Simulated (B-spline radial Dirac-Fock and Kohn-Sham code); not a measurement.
## Isotope-shift constants of the inner levels of Ta

System: neutral tantalum in the configuration 1s2 2s2 2p6 3s2 3p6 3d10 4s2 4p6 4d10 4f14 5s2 5p6 5d3 6s2.

Level of theory: first-order field-shift and mass-shift constants from Dirac-Fock ground and hole states with a Fermi nucleus; the mass shift has no relativistic recoil terms; a radial B-spline solver. A binding energy shifts by δE = F·δ⟨r²⟩ + (K_N + K_S)·δ(1/M); F is taken for a change of radius at fixed skin thickness and so holds the higher radial moments.

```
     level  F (meV/fm²)
    K (1s)       -747.7
   L1 (2s)       -105.1
L2 (2p1/2)      -0.9725
L3 (2p3/2)        4.443
   M1 (3s)       -23.49
M2 (3p1/2)      -0.1752
M3 (3p3/2)        1.224
M4 (3d3/2)        1.137
M5 (3d5/2)        1.084
```

The mass shift is not given and not included below: at this Z its relativistic corrections are large. It matters little for K lines but can be comparable with the field shift of L lines.

Values without a named source are computed, but for edge energies of neutral atoms, which are taken from tables.
